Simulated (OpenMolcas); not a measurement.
C3H12GaN: a line through the functionals

C3H12GaN: 17 atoms, total charge 0, spin state singlet. As SMILES, `C[Ga-](C)(C)[NH3+]`. Geometry: relaxed at PBE0-D4/def2-TZVP.

The dipole moment y, in D, basis 6-31G(d); a is the functional's share of exact exchange. Programs: OpenMolcas 26.06.

| functional | program | a | y (D) |
| --- | --- | --- | --- |
| BLYP | OpenMolcas | 0 | 4.62 |
| PBE | OpenMolcas | 0 | 4.62 |
| B3LYP | OpenMolcas | 0.2 | ? |
| PBE0 | OpenMolcas | 0.25 | 4.64 |
| BHLYP | OpenMolcas | 0.5 | 4.66 |

Task: Fit y = c + s·a to the known rows and predict B3LYP.

Result: 
1. Means of the 4 rows: a = 0.1875, y = 4.635.
2. Σ(Δa)² = 0.17188, Σ(Δa·Δy) = 0.01375, so the slope is 0.01375/0.17188 = 0.079998.
3. Intercept: 4.635 − (0.079998) × 0.1875 = 4.620. The largest residual of the fit is 0.000.
4. B3LYP: 4.620 + (0.079998) × 0.2 = 4.64 D.

The run gave 4.64 D, so the prediction is off by 0.00 D: they agree to the digits shown. More exact exchange makes the molecule more polar here.
